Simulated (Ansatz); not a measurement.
niobium atom (Nb), sextet (core potentials on Nb).

Ansatz (a program for electronic structure) was given this input:
Ansatz 0.2 input:
```yaml
crystal:
  periodic: [false, false, false]
  atoms:
    - {symbol: Nb, position_ang: [0.00000000, 0.00000000, 0.00000000]}
basis:
  gaussian:
    orbitals: def2-TZVPP
hamiltonian:
  xc: hf
magnetization: {spin_polarized: true, initial_magnetization: 5}
```

Q: What does this run give for the number of basis functions, <S^2>, total energy?

A: 
| Quantity | Result |
|---|---|
| number of basis functions | 56 |
| <S^2> | 8.755 |
| total energy | -56.329077 Ha |
